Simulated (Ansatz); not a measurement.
The lowest singlet and triplet of ClHSi (SMILES [SiH]Cl); geometries from B3LYP-D3(BJ)/def2-TZVP, each state relaxed from the structure named, with no frequency check.
Singlet (charge 0, multiplicity 1):
```xyz
3

Si    -0.9364     0.5951     0.0000
Cl     0.8776    -0.4514     0.0000
H     -1.8095    -0.6567     0.0000
```

```csv
level,"gap E(singlet) − E(triplet), vertical, at the singlet's geometry (kJ/mol)",cost
R-HF/cc-pV(T+d)Z,-99.3,-
U-HF/cc-pV(T+d)Z (spin-contaminated),-104.0,-
R-HF/cc-pV(Q+d)Z,-98.1,-
U-HF/cc-pV(Q+d)Z (spin-contaminated),-103.2,-
U-SVWN5/def2-TZVPP,-154.3,×1
U-r2SCAN/def2-TZVPP,-124.5,×4
R-B3LYP/def2-TZVPP,-161.1,×1
U-B3LYP/def2-TZVPP,-161.1,×2
R-PBE0/def2-TZVPP,-141.1,×1
U-PBE0/def2-TZVPP,-141.1,×3
U-BHLYP/def2-TZVPP,-158.8,×3
R-wB97M-V/def2-TZVPP,-181.0,×4
U-wB97M-V/def2-TZVPP,-181.0,×4
R-B2PLYP/def2-TZVPP,-161.7,×2
U-B2PLYP/def2-TZVPP,-161.7,×3
R-MP2/cc-pV(D+d)Z,-148.5,-
U-MP2/cc-pV(D+d)Z (spin-contaminated),-134.9,-
R-MP2/cc-pV(T+d)Z,-154.6,-
R-MP2/cc-pV(Q+d)Z,-157.0,-
U-MP2/cc-pV(Q+d)Z (spin-contaminated),-137.8,-
R-SCS-MP2/cc-pV(D+d)Z,-162.1,-
U-SCS-MP2/cc-pV(T+d)Z (spin-contaminated),-150.1,-
U-SCS-MP2/cc-pV(Q+d)Z (spin-contaminated),-151.9,-
U-CCSD/cc-pV(D+d)Z (spin-contaminated),-159.4,-
R-CCSD/cc-pV(T+d)Z,-162.3,-
U-CCSD/cc-pV(T+d)Z (spin-contaminated),-161.4,-
R-CCSD/cc-pV(Q+d)Z,-162.5,-
U-CCSD/cc-pV(Q+d)Z (spin-contaminated),-161.5,-
R-CCSD(T)/cc-pV(T+d)Z,-164.0,×4
U-CCSD(T)/cc-pV(T+d)Z (spin-contaminated),-163.4,×8
R-CCSDT/cc-pV(D+d)Z,-161.1,-
"SA-CASSCF(2,2)/cc-pV(D+d)Z",-145.2,-
"SA-CASSCF(2,2)/cc-pV(T+d)Z",-147.3,-
"SC-NEVPT2 on SA-CASSCF(2,2)/cc-pV(D+d)Z",-162.7,-
"SC-NEVPT2 on SA-CASSCF(2,2)/cc-pV(T+d)Z",-169.3,-
"SC-NEVPT2 on SA-CASSCF(2,2)/cc-pV(Q+d)Z",-170.9,-
"FIC-NEVPT4(SD) on SA-CASSCF(2,2)/cc-pV(D+d)Z",-161.9,-
"FIC-NEVPT4(SD) on SA-CASSCF(2,2)/cc-pV(T+d)Z",-166.6,-
"FIC-NEVPT4(SD) on SA-CASSCF(2,2)/cc-pV(Q+d)Z",-167.2,-
"FIC-MRCISD+Q on SA-CASSCF(2,2)/cc-pV(Q+d)Z",-165.5,-
```

The rows run from -181.0 (R-wB97M-V/def2-TZVPP) to -98.1 kJ/mol (R-HF/cc-pV(Q+d)Z). In cc-pV(T+d)Z (spin-contaminated) the value moves U-HF -104.0, U-CCSD -161.4, U-CCSD(T) -163.4, a shift of -59.4 from U-HF to U-CCSD(T). From cc-pV(D+d)Z (spin-contaminated) to cc-pV(Q+d)Z (spin-contaminated) U-MP2 changes by -2.9. The 7 U-functionals in def2-TZVPP without D3 or D4 span 56.5, from U-wB97M-V to U-r2SCAN.

A positive gap puts the triplet lower; no zero-point energy. R- takes a restricted singlet. U- takes an unrestricted singlet (broken symmetry where lower, unprojected). The triplet is unrestricted in single-reference levels. Active spaces average the two states.

Frozen-core correlation.

Doubts at one or more of the structures used: a restricted determinant that unrestricted orbitals would lower (R-HF/cc-pV(T+d)Z, R-HF/cc-pV(Q+d)Z, R-MP2/cc-pV(D+d)Z, R-MP2/cc-pV(T+d)Z, R-MP2/cc-pV(Q+d)Z, R-SCS-MP2/cc-pV(D+d)Z, R-CCSD/cc-pV(T+d)Z, R-CCSD/cc-pV(Q+d)Z, R-CCSD(T)/cc-pV(T+d)Z, R-CCSDT/cc-pV(D+d)Z); T1 above 0.05 (U-CCSD/cc-pV(D+d)Z (spin-contaminated), U-CCSD/cc-pV(T+d)Z (spin-contaminated), U-CCSD/cc-pV(Q+d)Z (spin-contaminated), U-CCSD(T)/cc-pV(T+d)Z (spin-contaminated)).

The values were computed with Ansatz (a program for electronic structure). Each number belongs to the level named beside it.

Costs are rough ratios of core time to R-PBE/def2-TZVPP (about 2.7 s over the structures, on one shared machine); a dash marks a level with no comparable run of its own.
